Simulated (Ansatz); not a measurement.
System: C3H8FSi, net charge 0, doublet state. It need not be the lowest isomer of its formula. 
Structure (B3LYP-D3(BJ)/def2-TZVP (Ansatz, a first-principles code) minimum search):
```
Si
F 1 1.6167
C 1 1.8389 2 106.95
H 3 1.0844 1 122.88 2 0.00
H 3 1.0852 4 114.43 1 -180.00
C 1 1.8664 2 107.65 3 -120.21
H 6 1.0912 1 111.20 2 58.46
H 6 1.0924 7 108.28 1 121.91
H 6 1.0927 7 107.92 8 116.62
C 1 1.8664 2 107.65 3 120.21
H 10 1.0912 1 111.20 2 -58.46
H 10 1.0924 11 108.28 1 -121.91
H 10 1.0927 11 107.92 12 -116.62
```
Charge 0, spin multiplicity 2.

Total electronic energies in hartree. Correlated levels leave the core frozen unless marked. Open shells are spin-unrestricted. Spin-orbit coupling is left out. No relativistic terms. CBS marks a two-point X^-3 extrapolation of the correlation energy; Hartree-Fock from the larger set.

```json
[
 {"level": "RI-HF/cc-pV(T+d)Z", "program": "Ansatz", "energy (Eh)": "-506.79628"},
 {"level": "BLYP-D3(BJ)/def2-TZVPD", "program": "Ansatz + dftd3", "energy (Eh)": "…"},
 {"level": "revPBE-D3(BJ)/def2-TZVPD", "program": "Ansatz + dftd3", "energy (Eh)": "…"},
 {"level": "PBE0/def2-SVP", "program": "Ansatz", "energy (Eh)": "-507.87925"},
 {"level": "wB97M-V/def2-TZVPD", "program": "Ansatz", "energy (Eh)": "-508.49181"},
 {"level": "B2GP-PLYP-D4/def2-TZVPD", "program": "Ansatz + dftd4", "energy (Eh)": "-508.24104"},
 {"level": "PBE-QIDH/def2-TZVPD", "program": "Ansatz", "energy (Eh)": "-508.12804"},
 {"level": "MP2/cc-pV(D+d)Z", "program": "Ansatz", "energy (Eh)": "-507.39166"},
 {"level": "RI-MP2/cc-pV(Q+d)Z", "program": "Ansatz", "energy (Eh)": "-507.75216"},
 {"level": "SCS-MP2/6-31G", "program": "Ansatz", "energy (Eh)": "-506.98015"},
 {"level": "SCS-MP2/cc-pVTZ", "program": "Ansatz", "energy (Eh)": "-507.66244"},
 {"level": "SCS-MP2/cc-pwCVTZ", "program": "Ansatz", "energy (Eh)": "-507.68522"},
 {"level": "CCSD/STO-3G", "program": "Ansatz", "energy (Eh)": "-500.79043"},
 {"level": "CCSD/cc-pV(D+d)Z", "program": "Ansatz", "energy (Eh)": "-507.45311"},
 {"level": "CCSD(T)/CBS(cc-pV(T+d)Z,cc-pV(Q+d)Z)", "program": "Ansatz", "energy (Eh)": "-507.8751"}
]
```

**Question.** Fill in the missing entries.

**Answer.** 
- BLYP-D3(BJ)/def2-TZVPD, energy (Eh): -508.54553
- revPBE-D3(BJ)/def2-TZVPD, energy (Eh): -508.49774
